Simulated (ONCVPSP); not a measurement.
# beryllium: one change to an ONCV potential, before and after

Be, optimised norm-conserving Vanderbilt (ONCV), made with ONCVPSP 4.0.1 (PBE, scalar-relativistic). Core [He], reference 2s1.5 (charge +0.5). Waves: 2s: rc 1.65 bohr, ncon 4, nbas 7, qcut 4 1/bohr, 1 projector; p scattering state at 0.39 Ha: rc 1.40 bohr, ncon 4, nbas 8, qcut 7 1/bohr, local. Local part: the p channel. Core correction: Teter function, fcfact 5.75, rcfact 1.25.

In the p channel the program set the typed energies aside and used 0.050 Ha.

All-electron outer shells of the reference configuration (PBE, scalar-relativistic, ld1.x):

| shell | level (eV) | outermost node (bohr) | outermost maximum (bohr) |
| --- | --- | --- | --- |
| 1s | -111.59 | – | 0.27 |
| 2s | -9.50 | 0.59 | 1.97 |

Change: s: rc 2.08.

Cutoffs: the cutoffs (Ha) at which the residual kinetic energy of the hardest occupied pseudo-wave falls to 1 and 0.1 mHa per electron; they do not see the model core or the augmentation charge, which bear on the density cutoff. Errors are all-electron minus pseudo energies relative to the spin-unpolarised reference configuration.

Question: Predict the effect on cutoff, ghosts and configuration errors.

Answer: The potential gets softer (6.4 Ha and 9.8 Ha → 5.5 Ha and 7.7 Ha); the number of tests with a reliable result goes from 3 to 4; the errors of the 3 common tests hardly move; neither file shows a bound ghost. A larger radius leaves more room for a smooth pseudo-wave, so fewer plane waves are needed.

```tsv
quantity	base	changed
cutoff, loose	6.4 Ha	5.5 Ha
cutoff, tight	9.8 Ha	7.7 Ha
bound ghosts	none	none
GHOST(+) flags under 300 eV	none	none
tests with a reliable result	3 of 4	4 of 4
error for 2s2, meV [ΔE -3.76 eV]	+2.7	+2.6
error for 2s1, meV [ΔE 5.79 eV]	+7.1	+6.5
error for 2s1 2p1, meV [ΔE -0.15 eV]	+2.9	+2.8
p: phases at 1.42 bohr within 0.05 rad from the reference energy up to (Ha; the scan ends near 5)	3.8	3.8
rms error of d²Exc/dni dnj with the model core, mHa	3.13	2.85
```
